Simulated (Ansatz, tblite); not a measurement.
Cost and result up the ladder for Sn29H36, a nanocrystal cut from cubic tin (65 atoms). Charge 0, multiplicity 1. Geometry: PBE-D4/def2-SVP.

```xyz
65

Sn    2.066   -4.264   -2.718
Sn    4.690   -2.738    0.613
Sn    2.139    0.325   -1.828
Sn    0.995   -5.136    1.574
Sn   -0.486    3.238   -4.374
Sn   -0.605   -1.169   -5.303
Sn   -1.651   -2.138   -0.850
Sn   -4.176    0.838   -3.418
Sn    2.328    4.877   -0.793
Sn    4.820    1.995    1.617
Sn    1.037   -0.573    2.573
Sn    1.255    4.008    3.498
Sn   -1.523    2.387    0.105
Sn   -5.333   -0.097    1.188
Sn   -2.709    1.425    4.523
Sn   -2.843   -2.981    3.590
Sn    1.088    0.896   -4.393
Sn    3.779    2.463   -0.963
Sn    3.648   -2.068   -1.923
Sn   -0.115   -4.514   -0.945
Sn    2.559   -2.957    2.450
Sn    0.000    0.001    0.000
Sn   -2.551    2.942   -2.474
Sn   -2.675   -1.551   -3.423
Sn   -3.785   -2.448    0.984
Sn    0.142    4.513    0.954
Sn    2.681    1.574    3.409
Sn   -1.114   -0.898    4.385
Sn   -3.654    2.044    1.937
H     3.030   -5.710   -2.618
H     1.533   -4.103   -4.362
H     5.486   -4.282    0.500
H     5.869   -1.582    1.146
H     2.028   -6.527    1.400
H    -0.233   -5.542    2.731
H     0.473    4.650   -4.055
H    -1.205    3.441   -5.946
H     0.273   -2.639   -5.587
H    -1.314   -0.681   -6.816
H    -4.655    1.200   -5.052
H    -5.624    0.678   -2.475
H     1.807    5.421   -2.356
H     3.367    6.108   -0.134
H     5.927    0.659    1.625
H     5.701    3.408    2.127
H     2.371    5.289    3.878
H     0.037    3.989    4.733
H    -6.174    0.241   -0.292
H    -6.530   -0.323    2.430
H    -1.835    2.756    5.214
H    -4.074    1.106    5.554
H    -2.059   -4.527    3.678
H    -4.203   -3.018    4.676
H     2.415    1.095   -5.508
H     5.093    2.651   -2.097
H     4.959   -1.855   -3.055
H    -1.144   -5.823   -1.466
H     3.190   -3.298    4.041
H    -3.488    4.413   -2.395
H    -3.690   -2.876   -3.933
H    -4.795   -3.766    0.447
H    -0.808    5.976    1.014
H     3.311    1.209    4.995
H    -0.464   -1.251    5.966
H    -4.584    3.520    1.995
```

Ansatz on 11 threads of AMD EPYC 7R13 on a shared host and a whole NVIDIA H100 80GB HBM3; xTB runs through tblite on one thread. Times are rough, summed over both states, and most runs start from the orbitals of an earlier one. PBE0-D4/def2-SVP serves as the yardstick here, not as an exact answer. The other state is a triplet.

In the def2 sets Sn takes a core potential; there is no spin–orbit coupling. The xTB rows come from tblite. Single mean-field runs in def2-SVP are fitted with def2-universal-jkfit. HOMO above LUMO, or a gap near zero within one spin, warns that the state may not be the lowest or that an electron is smeared out.

xTB has no spin-polarisation term.

| level | functions | vertical triplet (eV) | difference from PBE0-D4/def2-SVP (eV) | remarks |
| --- | --- | --- | --- | --- |
| PBE0-D4/def2-SVP (with forces) | 934 | 3.24 | 0.00 | – |
| PBE-D4/def2-SVP | 934 | 2.60 | -0.64 | gap within one spin near zero (triplet) |
| GFN2-xTB | 297 | 0.64 | -2.59 | – |
| GFN1-xTB | 333 | 1.08 | -2.16 | – |

(1) Estimate how long each takes.

## Answers

(1) GFN1-xTB 2 s; GFN2-xTB 4.7 s; PBE-D4/def2-SVP 39 s; PBE0-D4/def2-SVP (with forces) 93 s. On shared hardware such times vary by a factor of up to 3.
